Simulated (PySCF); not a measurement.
# Spinor energies of Sb⁴⁸⁺ (antimony, charge +48)

Start: [He] 2s1; 2s1/2 filled at m_j = +1/2. Calculated with PySCF 2.14 in an even-tempered Gaussian basis (17 s from 27 bohr⁻², ratio 2.4; 12 p from 36 bohr⁻², ratio 2.4; 5 d from 110 bohr⁻², ratio 2.6; 4 f from 160 bohr⁻², ratio 2.6): generalised Hartree-Fock with the X2C-1e Hamiltonian and a Gaussian nucleus; one run each with spin-orbit coupling (SO) switched off, then screened by Boettger's factors.

```
spinor shell  electrons  ε, spin-free (eV)  ε, screened SO (eV)  weight of nominal j (screened SO)  rms radius, screened SO (bohr)
       1s1/2          2           -35482.0             -35482.0                              1.000                          0.0323
       2s1/2          1            -8676.5              -8676.5                              1.000                           0.124
```

| quantity | spin-free | screened SO |
| --- | --- | --- |
| E (hartree) | -2982.17132 | -2982.17132 |
| M_J | 1/2 | 1/2 |
| ⟨J²⟩ | 0.750 | 0.750 |
| ⟨L²⟩ | 0.000 | 0.000 |
| ⟨S²⟩ | 0.750 | 0.750 |

Each row is a mean over spinors that exchange with the open shell spreads, by up to 36.194 eV (1s1/2).

Breit and QED terms are absent; they matter most for the inner s and p1/2 levels.

Densities and radii are taken from the X2C orbitals without a picture-change correction, which distorts them close to the nucleus.

Without spin-orbit coupling the j labels of p, d and f shells carry no meaning; the spin-free column gives the mean over the occupied spinors of each nl shell.
